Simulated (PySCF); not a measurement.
A structure optimised at PBE-D3(BJ)/def2-TZVP, used in a PySCF frequency run:

```
Ti
O 1 1.7756
H 2 0.9663 1 153.00
O 1 1.7756 2 118.59 3 0.00
H 4 0.9663 1 153.00 2 0.00
H 1 1.7172 2 106.63 3 120.19
H 1 1.7172 6 111.82 2 -116.19
```
Charge 0, spin multiplicity 1.

Question: Write its SMILES, formula and point group.

Answer: [OH][TiH2][OH], H4O2Ti, C2v

Question: What are its rotational constants (standard atomic weights)?

Answer: 18.638, 5.8040, 4.7661 GHz
